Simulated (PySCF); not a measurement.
## Radial density of Cr⁺ (chromium, charge +1)

UHF, [Ar] 3d5, high-spin 6S determinant. Computed with PySCF 2.14 in cc-pVDZ-DK, with the spin-free X2C one-electron Hamiltonian (Gaussian nucleus).

```tsv
r (bohr)	4πr²ρ (e/bohr)	4πr²(ρα − ρβ)
0.000867	0.1251	0.0000
0.00146	0.3201	0.0000
0.00245	0.8052	0.0000
0.00413	1.971	-0.0001
0.00694	4.608	-0.0002
0.0117	9.926	-0.0005
0.0196	18.52	-0.0009
0.0330	27.13	-0.0010
0.0556	27.52	0.0001
0.0935	21.87	0.0075
0.157	28.28	0.0703
0.264	27.52	0.4742
0.445	10.93	1.8184
0.748	13.47	3.4328
1.26	7.453	2.8450
2.12	1.313	0.9973
3.56	0.1199	0.1173
5.99	0.002144	0.0021
```

Densities and radii are taken from the X2C orbitals without a picture-change correction, which distorts them close to the nucleus.
